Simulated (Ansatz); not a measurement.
A run for Ansatz (a quantum-chemistry and plane-wave program): U-SVWN5/def2-TZVPP on ClHSi (SMILES [SiH]Cl), 2S+1 = 1, a spin state set in the input, which need not be the lowest, at the other state's geometry.

Ansatz 0.2 input:
```yaml
crystal:
  periodic: [false, false, false]
  atoms:
    - {symbol: Si, position_ang: [-0.97714793, 0.45374451, 0.00000000]}
    - {symbol: Cl, position_ang: [0.92719285, -0.34142108, 0.00000000]}
    - {symbol: H, position_ang: [-2.08220740, -0.54826471, 0.00000000]}
basis:
  gaussian:
    orbitals: def2-TZVPP
hamiltonian:
  xc: {name: SVWN5}
magnetization: {spin_polarized: true, initial_magnetization: 0}
```

The head of its log:

```
WARN ansatz: RAYON_NUM_THREADS=2 ignored (pool sized by the plan → 2); use --threads N
Functional definition: SVWN5
integrals: 0.02 GiB planned
641 factors; their error is unknown
mean field: 0.25 GiB planned
mean field evaluation 1: about -20343.8080 eV, gradient 1.1e1 eV
mean field evaluation 2: about -20344.0623 eV, gradient 9.9e0 eV
```

Task: What total energy does the run end on?

Result: -747.6457 hartree.
